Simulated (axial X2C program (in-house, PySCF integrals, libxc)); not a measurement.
**What spin–orbit coupling does to GeP**

All values were computed with an axial X2C code built on PySCF integrals. Spin-free means the one-electron spin-free X2C Hamiltonian; two-component (2c) means X2C with spin–orbit coupling and atomic mean-field two-electron Coulomb and Gaunt terms, so the difference of the two also holds small scalar two-electron terms. Basis: Ge dyall-cv3z [9s9p7d4f1g], P dyall-v3z [8s7p2d1f] (cores contracted in-house); Gaussian nuclei, density fitting, unrestricted open shells. Masses: Ge 73.921 u, P 30.974 u.

Spin-free state: M_S = 1/2, Λ = 1 (beyond evenly filled blocks: π+α, π+β, π-α); fragments Ge + P.

```csv
level,Re (Å),ωe (cm⁻¹),De (eV),μ (D)
PBE0,2.143,492.5,3.234,-1.37
r2SCAN,2.148,482.7,3.172,-1.22
```

Dipoles are positive if P is the positive end.

**Question.** Within this multiplet, which Ω should lie lowest by the rule for regular and inverted multiplets?

**Answer.** The open π shell holds three electrons, one hole, so the multiplet is inverted: Ω = Λ + 1/2 = 3/2. The PBE0 2c search agrees, though Ω = 1/2 of the search lies only 0.06 eV higher.

Two-component determinant lowest at the distance of the search:

Ω = 3/2 (⟨Sz⟩ = 0.50, ⟨Lz⟩ = 1.00 at PBE0); fragments Ge + P.

```json
{"level": "PBE0", "Re (Å)": "2.144", "ωe (cm⁻¹)": "490.9", "μ (D)": "-1.36"}
{"level": "r2SCAN", "Re (Å)": "2.149", "ωe (cm⁻¹)": "481.1", "μ (D)": "-1.21"}
```

**Question.** From the two tables, how do the constants change at the PBE0 level (2c against spin-free)?

**Answer.** At the PBE0 level Re increases by 0.001 Å and ωe goes down by 1.6 cm⁻¹.

The state is one determinant whose occupation by symmetry is held fixed; it was picked as the lowest of a PBE0 search that is not exhaustive. Dissociation energies refer to the lowest single-determinant-based atoms at the same level and basis. De is not given where an atomic determinant may have missed its ground term or J level, or where the truncated virtual space spoils (T). Density functionals use the spin component along the axis (collinear). Other states lie close and PBE0, whose exact exchange favours high spin, may order them wrongly; the determinant shown need not be the ground state. The nearest other spin-free determinant of the search, M_S = 1/2, Λ = 0, lies 0.25 eV up at the distance of the search. The functionals have no current-density term, which raises determinants with orbital currents, atoms included. At some level and bond length an empty orbital lies below a filled one. The determinant is spin-polarised beyond a pure state at some levels (its spin-free form has ⟨S²⟩ too high), which makes Re and μ there less reliable.
